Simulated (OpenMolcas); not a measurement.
# neutral nitrogen: CASPT2 settings compared

```json
{
 "Program": "OpenMolcas 26.06",
 "Basis": "ANO-RCC-VDZ [3s2p]",
 "Scalar Hamiltonian": "DKH3, point nucleus",
 "Active space": "3 electrons in 3 orbitals (2p)",
 "State averaging": "2S+1 = 4 odd, 1 root; 2S+1 = 2 odd, 8 roots",
 "Spin-orbit coupling": "RASSI with atomic mean-field integrals over the reference wave functions, term energies averaged over their components"
}
```

Methods on the same reference wave functions:
A. CASSCF
B. SS-CASPT2, IPEA 0.15 Eh, imaginary shift 0.05 Eh (closed shells correlated: 1s 2s)
C. SS-CASPT2, IPEA 0.6 Eh, sigma2 regulariser 0.25 Eh (closed shells correlated: 2s)
D. SS-CASPT2, IPEA 0.3 Eh, real shift 0.15 Eh (closed shells correlated: 1s 2s)

Energies in cm-1 above 2s2 2p3 4S* 3/2, the measured ground level; measured values from NIST Handbook of Basic Atomic Spectroscopic Data.

```tsv
Level	A	B	C	D	Measured
2s2 2p3 4S* 3/2	0.0	0.0	0.0	0.0	0.0
2s2 2p3 2D* 3/2	23093	22460	22390	22420	19233
2s2 2p3 2D* 5/2	23093	22460	22390	22430	19224
2s2 2p3 2P* 1/2	38247	31470	32040	31690	28839
2s2 2p3 2P* 3/2	38248	31470	32040	31700	28839
```

Deviations, from unrounded energies. A percentage is the sum of absolute deviations over the sum of measured energies, with the sign that they share, or ± where signs differ.

```
                        Against measurement  Levels      A      B      C      D
             mean absolute deviation (cm-1)       4   6600   2900   3200   3000
other terms of the ground configuration (%)       4  +27.6  +12.2  +13.2  +12.6
```

B, D lie about equally close to measurement and A furthest from it. The largest miss of B in the table is 2s2 2p3 2D* 5/2, by +3200 cm-1. The ranking rests on the paired levels alone, and a cruder setting can come out closer through cancelling errors.

Among B to D the level of the table that moves most is 2s2 2p3 2P* 1/2, by 560 cm-1 (lowest in B, highest in C). Moves below CASPT2's spread within the term are not significant.

The mean deviations of B to D differ by less than CASPT2's widest spread within a term (390 cm-1), so their order carries little weight.

From A to B the spin-free energies of the other terms of 2s2 2p3 shown, above 4S*, scale by factors of 0.82 to 0.97.

The lowest spin-free term lies below A's lowest term by 0.034 hartree in B, 0.029 hartree in C, 0.033 hartree in D.

CASPT2 does not keep the components of a term degenerate, so their means are used; among the terms shown or strongly mixed into the levels shown the widest spread is 390 cm-1 (2s2 2p3 2P*, C). With the s shell closed, the reference lacks s² → p² mixing. Without dynamic correlation excited terms often stand tens of per cent too high (terms of higher spin than the ground term too low), and those without a measured partner can miss by more than the paired ones (holds for A). Some terms miss by over 15 % even with CASPT2, which points to a basis or an active space too small for the shells correlated (holds for B; C; D). Measured partners are found by configuration, term and J. A level has none where our copy of the source lacks it or the pairing is in doubt (some pairs that miss far off the trend of their configuration count as doubtful), and it then counts in no deviation. Only configurations of the active space appear.

* marks odd parity.
